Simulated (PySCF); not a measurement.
C3H6N2Si, SMILES C1=NC[SiH2]N=C1.

Coordinates come from a B3LYP-D3(BJ)/def2-SVP optimisation. This is a generated structure with no PubChem entry under its InChIKey; it may be hypothetical. The values are those of a single conformer.

All values below come from PySCF with PBE/def2-TZVP.

### Question
Estimate the frontier levels, gap, dipole moment and polarisability. (An estimate is asked for; the answer gives what the named calculation found.)

### Answer

```json
{
 "highest_occupied_level": "-5.21 eV",
 "lowest_empty_level": "-3.25 eV",
 "orbital_gap": "1.96 eV",
 "dipole_moment": "0.60 D",
 "quadrupole, principal values (traceless, Buckingham form, about the centre of nuclear charge)": "-10.66, 1.26, 9.40 D·Å",
 "mean_static_polarisability": "74.0 bohr³ (10.96 Å³)",
 "polarisability_principal_values": "53.4, 75.7, 92.7 bohr³"
}
```
